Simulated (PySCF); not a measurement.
```xyz
13

C      1.9158    -0.4309     0.0387
Al     0.0024     0.0007    -0.0023
C     -1.3296    -1.4362     0.0993
C     -0.5832     1.8680    -0.1411
H      2.4605     0.0806    -0.7608
H      2.1186    -1.5008    -0.0466
H      2.3645    -0.0888     0.9781
H     -2.3471    -1.0712     0.2561
H     -1.3333    -2.0195    -0.8285
H     -1.0975    -2.1440     0.9010
H     -1.1520     2.1631     0.7473
H      0.2422     2.5744    -0.2532
H     -1.2590     2.0067    -0.9915
```

Charge 0, multiplicity 1.

Problem. Give the Mulliken and meta-Löwdin atomic charges from TPSSh-D3(BJ)/def2-TZVP // B3LYP-D3(BJ)/def2-TZVP (PySCF 2.14.0).

Solution. 
```json
[
 {"atom": "C1", "Mulliken (e)": "-0.60", "meta-Löwdin (e)": "-0.65"},
 {"atom": "Al2", "Mulliken (e)": "0.64", "meta-Löwdin (e)": "0.90"},
 {"atom": "C3", "Mulliken (e)": "-0.60", "meta-Löwdin (e)": "-0.65"},
 {"atom": "C4", "Mulliken (e)": "-0.60", "meta-Löwdin (e)": "-0.65"},
 {"atom": "H5", "Mulliken (e)": "0.13", "meta-Löwdin (e)": "0.12"},
 {"atom": "H6", "Mulliken (e)": "0.13", "meta-Löwdin (e)": "0.12"},
 {"atom": "H7", "Mulliken (e)": "0.13", "meta-Löwdin (e)": "0.12"},
 {"atom": "H8", "Mulliken (e)": "0.13", "meta-Löwdin (e)": "0.12"},
 {"atom": "H9", "Mulliken (e)": "0.13", "meta-Löwdin (e)": "0.12"},
 {"atom": "H10", "Mulliken (e)": "0.13", "meta-Löwdin (e)": "0.12"},
 {"atom": "H11", "Mulliken (e)": "0.13", "meta-Löwdin (e)": "0.12"},
 {"atom": "H12", "Mulliken (e)": "0.13", "meta-Löwdin (e)": "0.11"},
 {"atom": "H13", "Mulliken (e)": "0.13", "meta-Löwdin (e)": "0.12"}
]
```
